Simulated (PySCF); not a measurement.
Atomic charges by several schemes

Compound: 3-methoxypropanoic acid, C4H8O3.
Numbering: `[CH3:1][O:2][CH2:3][CH2:4][C:5](=[O:6])[OH:7]` (hydrogens: H8, H9, H10 on C1; H11, H12 on C3; H13, H14 on C4; H15 on O7)

Geometry (GFN2-xTB, Å), atoms numbered from 1 in this order:
```
atom  x, y, z in Å
C1    -2.6877   -0.2158    0.2831
O2    -1.4968   -0.0703   -0.4455
C3    -0.3505   -0.0450    0.3731
C4     0.8729    0.1173   -0.5210
C5     2.1485    0.1536    0.2771
O6     2.2372    0.0658    1.4714
O7     3.2196    0.2990   -0.5138
H8    -2.6965   -1.1559    0.8488
H9    -2.8306    0.6159    0.9842
H10   -3.4973   -0.2208   -0.4437
H11   -0.4050    0.7901    1.0881
H12   -0.2700   -0.9770    0.9532
H13    0.9262   -0.7073   -1.2342
H14    0.7931    1.0382   -1.1017
H15    4.0326    0.3201    0.0163
```

Density: PBE0/pcSseg-1 (PySCF); schemes: Mulliken, IAO, Hirshfeld and ESP-fitted. Isolated species at its GFN2-xTB geometry (one conformer only).

Question: Which atoms carry the highest charge in the Mulliken, IAO, Hirshfeld and ESP-fitted schemes?

Answer: All schemes agree: Mulliken C5 (+0.440); IAO C5 (+0.537); Hirshfeld C5 (+0.221); ESP-fitted C5 (+0.787).

Question: For which atoms does the sign change between the 4 schemes (beyond +0.03 e in one, beyond −0.03 e in another)?

Answer: C3. Atomic charges aren't observables, and each scheme defines them in its own way.

Question: What partial charge does each atom carry?

Answer: In e:

| atom | environment | Mulliken | IAO | Hirshfeld | ESP-fitted |
| --- | --- | --- | --- | --- | --- |
| C1 | methoxy carbon | -0.026 | -0.200 | -0.040 | -0.182 |
| O2 | ether oxygen | -0.527 | -0.394 | -0.147 | -0.365 |
| C3 | sp3 carbon bound to oxygen | +0.087 | -0.041 | +0.002 | +0.271 |
| C4 | sp3 carbon next to a carbonyl | -0.280 | -0.317 | -0.078 | -0.317 |
| C5 | carboxylic acid carbon | +0.440 | +0.537 | +0.221 | +0.787 |
| O6 | acid carbonyl oxygen | -0.406 | -0.468 | -0.269 | -0.589 |
| O7 | acid hydroxyl oxygen | -0.368 | -0.483 | -0.176 | -0.640 |
| H8 | methyl hydrogen | +0.089 | +0.121 | +0.037 | +0.088 |
| H9 | methyl hydrogen | +0.089 | +0.121 | +0.037 | +0.089 |
| H10 | methyl hydrogen | +0.122 | +0.158 | +0.051 | +0.139 |
| H11 | methylene hydrogen | +0.108 | +0.123 | +0.032 | +0.019 |
| H12 | methylene hydrogen | +0.108 | +0.123 | +0.032 | +0.018 |
| H13 | methylene hydrogen | +0.162 | +0.174 | +0.056 | +0.120 |
| H14 | methylene hydrogen | +0.162 | +0.174 | +0.056 | +0.119 |
| H15 | acid proton | +0.241 | +0.372 | +0.187 | +0.444 |

Mean size of the charges over all atoms: ESP-fitted 0.279 e, IAO 0.254 e, Mulliken 0.214 e, Hirshfeld 0.095 e. Each set sums to the total charge, 0, to within 0.001 e. The Mulliken scheme counts on each atom the diagonal of the density matrix times the overlap matrix over that atom's basis functions.

Question: Sum the charges by element.

Answer: 
```tsv
element	atoms	Mulliken	IAO	Hirshfeld	ESP-fitted
C	4	+0.221	-0.021	+0.104	+0.559
O	3	-1.301	-1.346	-0.591	-1.595
H	8	+1.080	+1.367	+0.487	+1.035
```

Question: How many electrons does the Hirshfeld scheme count on C4?

Answer: Z − q = 6 − (-0.078) = 6.078.

Question: How closely do the schemes follow one another over all atoms?

Answer: Correlation coefficient and root-mean-square difference: IAO with Hirshfeld 0.97, 0.180 e; Mulliken with IAO 0.96, 0.087 e; Hirshfeld with ESP-fitted 0.95, 0.248 e; IAO with ESP-fitted 0.95, 0.125 e; Mulliken with Hirshfeld 0.94, 0.151 e; Mulliken with ESP-fitted 0.92, 0.158 e.

These values come from a run that also computed NMR shieldings. Hardware: one thread of an Arm Neoverse V2, on a shared host. Cost: 16 s of wall time.
